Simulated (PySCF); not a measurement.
W⁺: ionisation energy

W⁺ [Xe] 4f14 5d4 6s1 (6D) → W²⁺ [Xe] 4f14 5d4 (5D), as a difference of total energies. All numbers are calculated (PySCF 2.14, the spin-free X2C one-electron Hamiltonian (Gaussian nucleus), in ANO-RCC-VTZP (8s7p5d3f2g1h, 104 functions)). Correlated levels: valence: [Xe] 4f14 frozen. The calculations carry no spin-orbit coupling.

Q: Order these methods by the ionisation energy they give, lowest first.
A. MP2 (valence)
B. CCSD (valence)
C. UHF
D. SCS-MP2 (valence)

A: C (14.996 eV), D (15.143 eV), A (15.437 eV), B (15.493 eV).

A first-order spin-orbit estimate (lowest level to lowest level, LS coupling) adds -0.064 eV.

Errors of the correlated levels include the incompleteness of this basis and the frozen core.

For comparison: 16.37 ± 0.15 eV (semi-empirical (NIST evaluation); NIST Atomic Spectra Database, ionization energies).
